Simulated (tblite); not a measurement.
Run record: tight-binding relaxation, `C#C[C@@H]1C[Se][C@H]1C(F)(F)F`.

Computed with GFN2-xTB geometry optimisation, gas phase (tblite 0.8.0). Start geometry: from a force field or distance geometry. The command runs a driver script over a list of jobs; the input below is this job's line of settings and its coordinates in Å.

Command:
```bash
OMP_NUM_THREADS=1 python probes_run.py task.json out
```

Input:
```
{"job": {"kind": "relax", "xc": "GFN2-xTB", "basis": "xTB"}, "charge": 0, "multiplicity": 1}
C     -2.371200    -1.132000    -1.265700
C     -1.575400    -0.584000    -0.563000
C     -0.572900     0.066900     0.319700
C     -0.653800     1.600300     0.210200
Se     1.148400     1.837500    -0.467100
C      0.842800    -0.071100    -0.223600
C      1.830400    -0.671300     0.785400
F      3.114300    -0.641200     0.266900
F      1.821900     0.033500     1.978300
F      1.477600    -1.989500     1.048900
H     -3.093000    -1.605300    -1.891300
H     -0.701000    -0.277700     1.368900
H     -1.416100     1.969100    -0.493500
H     -0.756600     2.065200     1.215200
H      0.900200    -0.592400    -1.196100
```

Output:
```
step      E/eV     max force
  0    -889.22291    1.943
  1    -889.38238    2.896
  2    -889.36903    4.017
  3    -889.48851    0.394
  4    -889.49919    0.264
  5    -889.51301    0.217
  6    -889.51663    0.218
  7    -889.52295    0.156
  8    -889.52451    0.111
  9    -889.52556    0.079
... (72 lines left out)
 82    -889.54249    0.037
 83    -889.54286    0.043
 84    -889.54316    0.052
 85    -889.54333    0.044
 86    -889.54343    0.031
 87    -889.54354    0.023
 88    -889.54365    0.031
 89    -889.54373    0.028
 90    -889.54377    0.013
 91    -889.54379    0.010
```

«max force» is the largest atomic force in eV/Å.

From which step on does the largest force stay under 0.1 eV/Å, and how much energy is left to gain from there?

From step 69 (0.048 eV/Å), 3.7 meV above the end.

Main results: energy lowered by 7.4 kcal/mol over 91 steps; largest atomic force 0.010 eV/Å at the end.

Give the final coordinates.

0.332 Å rms from the input after alignment:
```
atom  x, y, z in Å
C1    -2.3119   -1.2408   -1.0448
C2    -1.5315   -0.6047   -0.3977
C3    -0.5701    0.1948    0.3263
C4    -0.7118    1.7118    0.1099
Se5    1.2547    1.9803   -0.0199
C6     0.8795    0.0336   -0.1701
C7     1.7791   -0.8149    0.6872
F8     3.0627   -0.7038    0.3125
F9     1.7254   -0.4783    1.9827
F10    1.4687   -2.1213    0.6197
H11   -3.0057   -1.8117   -1.5862
H12   -0.6265   -0.0454    1.3931
H13   -1.1890    1.9597   -0.8375
H14   -1.1814    2.2589    0.9238
H15    0.9533   -0.3102   -1.2055
```

Hardware: an Arm Neoverse V1 with one thread, no GPU, shared host. Cost: 0.68 s.
Labels such as C1 count atoms from 1, the log's own numbers from 0.
